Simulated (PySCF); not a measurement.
SMILES Clc1ccc(-c2ccccc2)cc1 (C12H9Cl) (GFN2-xTB optimised geometry):

```
22

Cl    -1.972    -4.279    -0.004
C     -1.116    -2.775     0.000
C     -1.823    -1.584     0.003
C     -1.134    -0.386     0.008
C      0.259    -0.360     0.005
C      0.987     0.918     0.008
C      0.556     1.979     0.802
C      1.243     3.179     0.806
C      2.367     3.341     0.014
C      2.803     2.294    -0.781
C      2.121     1.091    -0.783
C      0.947    -1.571     0.000
C      0.269    -2.775     0.000
H     -2.902    -1.596    -0.002
H     -1.685     0.542    -0.007
H     -0.310     1.852     1.435
H      0.901     3.991     1.431
H      2.902     4.279     0.017
H      3.677     2.416    -1.403
H      2.455     0.284    -1.418
H      2.027    -1.572     0.017
H      0.809    -3.709     0.002
```

Computed with PBE/def2-SVP (PySCF).

Question: What are the frontier orbital energies and the dipole moment?

Answer: HOMO-2 -6.62 eV, HOMO-1 -6.42 eV, HOMO -5.62 eV, LUMO -1.75 eV, LUMO+1 -1.33 eV; dipole moment 1.51 D.

Meta-Löwdin charges at PBE/def2-SVP: Cl1 -0.05, C2 0.02, C3 -0.12, C4 -0.11, C5 0.00, C6 0.01, C7 -0.11, C8 -0.10, C9 -0.11, C10 -0.10, C11 -0.11, C12 -0.11, C13 -0.12, H14 0.12, H15 0.11, H16 0.11, H17 0.11, H18 0.11, H19 0.11, H20 0.11, H21 0.11, H22 0.12.
